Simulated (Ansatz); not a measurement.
`Cc1csc(-c2sc(-c3sccc3C)cc2C)c1`, relaxed as a singlet with RKS PBE-D4/def2-SVP in Ansatz, starting from the GFN2-xTB geometry. Force threshold 0.03 eV/Å.

Start:

```xyz
32

C     3.698   -3.733   -1.000
C     2.610   -2.886   -1.573
C     2.216   -2.912   -2.877
S     0.931   -1.818   -3.204
C     0.903   -1.295   -1.542
C     0.009   -0.297   -1.055
S     0.041    0.081    0.648
C    -1.178    1.307    0.455
C    -1.659    2.098    1.539
S    -2.738    3.427    1.189
C    -2.844    3.829    2.854
C    -2.102    2.997    3.627
C    -1.417    2.001    2.893
C    -0.546    0.973    3.533
C    -1.566    1.385   -0.861
C    -0.914    0.486   -1.719
C    -1.208    0.399   -3.178
C     1.857   -1.964   -0.816
H     4.338   -3.140   -0.349
H     3.272   -4.543   -0.409
H     4.304   -4.166   -1.793
H     2.607   -3.512   -3.675
H    -3.451    4.659    3.155
H    -2.042    3.082    4.698
H    -0.560    1.093    4.613
H     0.481    1.064    3.181
H    -0.892   -0.031    3.287
H    -2.313    2.083   -1.198
H    -1.970    1.125   -3.449
H    -1.564   -0.598   -3.438
H    -0.312    0.591   -3.768
H     2.013   -1.786    0.233
```

Task: Estimate the energy that the relaxation releases and the steps that it takes.

Result: 27.4 kJ/mol, in 10 steps; 59 s on 2 threads of AMD EPYC 7R13 on a shared host and a share (18 GiB) of an NVIDIA H100 80GB HBM3. The force fell under the threshold at step 5, but the optimiser went on. No frequencies were taken in this run, so the end may be a saddle point.

Task: Does the start keep its bonding and symmetry?

Result: By distances, no bond broke or formed. The bond that changes most is C9–C13, from 1.38 to 1.40 Å (atoms count from 1).

Task: Predict the relaxed structure.

Result: 
```xyz
32

C     3.699   -3.837   -1.008
C     2.633   -2.947   -1.582
C     2.256   -2.931   -2.916
S     1.004   -1.783   -3.239
C     0.945   -1.279   -1.555
C     0.036   -0.261   -1.077
S     0.052    0.132    0.631
C    -1.207    1.339    0.451
C    -1.705    2.117    1.562
S    -2.853    3.406    1.237
C    -2.968    3.816    2.911
C    -2.161    3.007    3.686
C    -1.431    2.032    2.937
C    -0.490    1.045    3.568
C    -1.598    1.406   -0.886
C    -0.914    0.518   -1.758
C    -1.196    0.437   -3.231
C     1.881   -2.004   -0.818
H     4.529   -3.242   -0.571
H     3.295   -4.475   -0.194
H     4.131   -4.505   -1.779
H     2.657   -3.542   -3.735
H    -3.626    4.633    3.230
H    -2.087    3.100    4.778
H    -0.504    1.142    4.671
H     0.557    1.196    3.230
H    -0.758   -0.003    3.316
H    -2.383    2.093   -1.235
H    -1.982    1.160   -3.520
H    -1.539   -0.576   -3.531
H    -0.292    0.658   -3.837
H     2.021   -1.854    0.263
```
Bond lengths: 14 × C–C 1.38 to 1.50 Å; 6 × C–S 1.73 to 1.76 Å; 14 × C–H 1.10 to 1.11 Å.
